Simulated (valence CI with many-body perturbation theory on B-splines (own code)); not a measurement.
## Basis-set convergence for C I

Method: configuration interaction combined with many-body perturbation theory (CI+MBPT): four valence electrons over a frozen Dirac-Fock core [He], radial functions for each j: 9 s, 9 p, 8 d, 6 f, 3 g, 1 h, with the one-electron correlation potential Σ1, the two-electron term Σ2, the three-electron term Σ3, Breit, model QED; selected CI, second order for the rest, scaled by the run's own slope (own B-spline code, finite nucleus).

Against 36 measured levels this calculation errs by 53 cm⁻¹ on average and by 130 at most. These come from a selection out of the NIST Handbook of Basic Atomic Spectroscopic Data. Levels without a partner in it may be off by more. Among the levels kept, up to 640 cm⁻¹ of a level comes from second order outside the variational space, and about a tenth of that is noise between levels of different J, which matters for small intervals.

The reference run has the lowest level 2s2 2p2 3P_0 and an ionisation energy of 11.2500 eV. Its largest variational space holds 23949 state functions.

Changed runs:
A. basis 6 s, 6 p, 5 d, 3 f, 1 g
B. basis 5 s, 5 p, 4 d, 2 f

Excitation energies of the reference run in cm⁻¹, and shifts in cm⁻¹:

```tsv
Level	Reference	A	B
2s2 2p2 3P_1	18.3	-6.7	-1.8
2s2 2p2 3P_2	49.8	-9.4	-6.5
2s2 2p2 1D_2	10275	+92	+315
2s2 2p2 1S_0	21777	+131	+427
2s 2p3 5S°_2	33605	-156	-491
2s2 2p 3s 3P°_0	60258	-46	-130
2s2 2p 3s 3P°_1	60280	-50	-133
2s2 2p 3s 3P°_2	60322	-53	-134
2s2 2p 3s 1P°_1	61920	-19	-17
2s 2p3 3D°_3	64090	+116	+421
2s 2p3 3D°_2	64097	+111	+419
2s 2p3 3D°_1	64097	+112	+417
Ionisation energy (eV)	11.2500	-0.0103	-0.0264
```
